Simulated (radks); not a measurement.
Question: Al3+, configuration [Ne]. Calculated with a radial shooting solver on a logarithmic mesh with Libxc functionals: Dirac Kohn-Sham, PBE, spin-unpolarised, spherical densities, finite nucleus; Fermi nuclear charge, rms radius 3.061 fm. Some entries of the table are withheld. Estimate them.

orbital,occ.,eigenvalue (hartree),<r^2> (bohr^2),<1/r> (bohr^-1)
1s1/2,2,(1),(2),12.63
2s1/2,2,(3),0.4645,2.350
2p1/2,2,-3.83761,(4),(5)
2p3/2,4,-3.82118,(6),(7)

Answer: 
(1) 1s1/2 eigenvalue (hartree): -56.83890
(2) 1s1/2 <r^2> (bohr^2): 0.01946
(3) 2s1/2 eigenvalue (hartree): -5.24173
(4) 2p1/2 <r^2> (bohr^2): 0.4496
(5) 2p1/2 <1/r> (bohr^-1): 2.231
(6) 2p3/2 <r^2> (bohr^2): 0.4527
(7) 2p3/2 <1/r> (bohr^-1): 2.220
